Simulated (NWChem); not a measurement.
Species: CHBF$_{4}$O; SMILES OB(F)C(F)(F)F

```xyz
8

B      0.0129     0.9909     0.0000
C     -0.0492    -0.6268     0.0000
F     -0.6786    -1.1161    -1.0943
F     -0.6786    -1.1161     1.0943
F      1.2219    -1.1453     0.0000
F     -1.1194     1.6854     0.0000
O      1.1981     1.6305     0.0000
H      1.9385     0.9927     0.0000
```
Atoms are numbered in this order, from 1.

Program: NWChem. Pople sets run with spherical d functions. Structure relaxed at the PBE-D3(BJ)/def2-SVP level.

For level LDA (Slater exchange, PW92)/6-31G*:

| Item | Result |
|---|---|
| highest occupied level (eV) | -8.01 |
| orbital gap (eV) | 6.59 |

### Question
Estimate the same quantities for level PBE/6-31G*.

### Answer
| Item | Value |
|---|---|
| highest occupied level (eV) | -7.82 |
| orbital gap (eV) | 6.73 |
